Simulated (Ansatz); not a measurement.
Pulling the pair apart

The pair of H₃O⁺ (SMILES [OH3+], atoms 1–4) and HBr (SMILES Br, atoms 5–6), both closed shells, in one local arrangement (a lower one may exist), relaxed at PBE0-D4/def2-TZVP:

```
6
angstrom
O -0.1471 0.0840 -1.0704
H 0.3656 0.7791 -1.5192
H 0.1073 -0.0326 -0.0607
H -0.1320 -0.7510 -1.5704
Br 0.5468 -0.2401 1.8722
H -0.7406 0.1606 2.3484
```

HBr is shifted rigidly along the line between the mean atom positions of the two fragments (negative: closer). Counterpoise interaction energies in kJ/mol. Ansatz 0.2.0; basis: def2-TZVPPD; cores frozen in the correlated methods. Filled d shells of the heavier atoms are correlated. The def2 sets are not built for correlating such inner shells, so the correlated values are less sure here.

```csv
shift (Å),PBE-D4,wB97M-V,PBE0-D4
-0.20,-80.7,-65.3,-75.8
-0.10,-87.6,-73.0,-82.5
0.00,-89.6,-75.8,-84.4
0.10,-88.3,-75.4,-83.1
0.24,-83.2,-71.5,-77.9
0.50,-69.2,-59.5,-64.2
1.00,-43.3,-36.9,-39.5
1.99,-16.3,-14.4,-15.2
```

(1) What does CCSD(T) give at these shifts? (To be estimated.)

The T1 diagnostic stays at or below 0.007.

Answers

(1) By the calculation: -59.7, -67.7, -70.8, -70.7, -67.0, -55.7, -34.5, -13.8 kJ/mol. For zero shift, CCSD(T) at an estimated basis limit (MP2 extrapolated from triple and quadruple zeta, plus CCSD(T) − MP2 in triple zeta) gives -74.7 kJ/mol. These are counterpoise interaction energies, counted from the two frozen fragments.

For scale, one of the runs: CCSD(T)/def2-TZVPPD, 165 basis functions, launched by `ansatz run in.yaml --threads 2 --pin off --events-out ev --progress --plain --max-ram 5222MiB`. Hardware: 2 CPU threads of an AMD EPYC 9R45, shared host. Wall time 17 s; peak host memory 1.3 GiB.
